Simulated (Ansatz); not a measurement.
Energy needed to pull apart AsH₃SO (SMILES OS[AsH2]), closed shell, into free ground-state atoms, from the structure below (displaced at random from a GFN2-xTB minimum); no zero-point or spin–orbit terms; open-shell atoms are treated unrestricted, in their ground-state multiplicity.

```
6
angstrom
O -0.6771 -1.1776 -0.5447
S -1.2311 0.4214 -0.4468
As 0.6364 1.4078 0.2152
H -1.1829 -1.7221 0.1156
H 1.5344 0.5817 -0.6843
H 0.9011 0.4418 1.3425
```

Ansatz 0.2.0; basis: def2-TZVPP; cores frozen in the correlated methods. Filled d shells of the heavier atoms are correlated. The def2 sets are not built for correlating such inner shells, so the correlated values are less sure here.

| method | atomization energy (eV) |
| --- | --- |
| PBE-D4 | 17.02 |
| r2SCAN-D4 | 16.52 |
| PBE0-D4 | ? |
| HSE06-D4 | 16.29 |
| wB97X-V | 16.68 |
| wB97M-V | 16.55 |
| HF | 9.39 |
| MP2 | ? |
| CCSD | 15.32 |
| CCSD(T) | 15.75 |

Question: What does MP2 give? (Judge from chemistry; the value comes from the calculation.)

Answer: By the calculation: 15.86 eV, which is about 0.11 eV more than CCSD(T)/def2-TZVPP.

Question: What does PBE0-D4 give? (To be estimated.)

Answer: Computed: 16.28 eV, which is about 0.54 eV more than CCSD(T)/def2-TZVPP.

In triple zeta the MP2 and coupled-cluster atomization energies are still short of their basis limit by a few kcal/mol a bond, whereas those of the functionals are nearly converged, so these differences are not deviations from converged CCSD(T).

T1 diagnostic: at most 0.014.

For scale, one of the runs: CCSD(T)/def2-TZVPP forces, 163 basis functions (an equivalent command: `ansatz run in.yaml --threads 4`). The run took 2.5 min on 4 CPU threads (shared host), with 2.2 GiB of host memory at its peak.
